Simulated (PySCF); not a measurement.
## Ga: ionisation energy

Ga [Ar] 3d10 4s2 4p1 (2P) → Ga⁺ [Ar] 3d10 4s2 (1S), as a difference of total energies. Computed with PySCF 2.14 in aug-cc-pwCVTZ-PP with ECP10MDF (8s7p6d4f1g, 96 functions), with a scalar-relativistic core potential. Correlated levels: valence: 3s2 3p6 3d10 frozen. The calculations carry no spin-orbit coupling.

```json
{"method": "UHF", "ionisation energy (eV)": "5.536"}
{"method": "MP2 (valence)", "ionisation energy (eV)": "5.752"}
{"method": "SCS-MP2 (valence)", "ionisation energy (eV)": "5.733"}
{"method": "CCSD (valence)", "ionisation energy (eV)": "5.808"}
{"method": "CCSD(T) (valence)", "ionisation energy (eV)": "5.833"}
```

Task: How much does correlation contribute at CCSD(T) (valence)?

Result: 5.833 − (5.536) = 0.297 eV, measured against UHF.

Errors of the correlated levels include the incompleteness of this basis and the frozen core.

For comparison: 5.931 eV (measured; NIST levels, between the centres of gravity of the two terms).
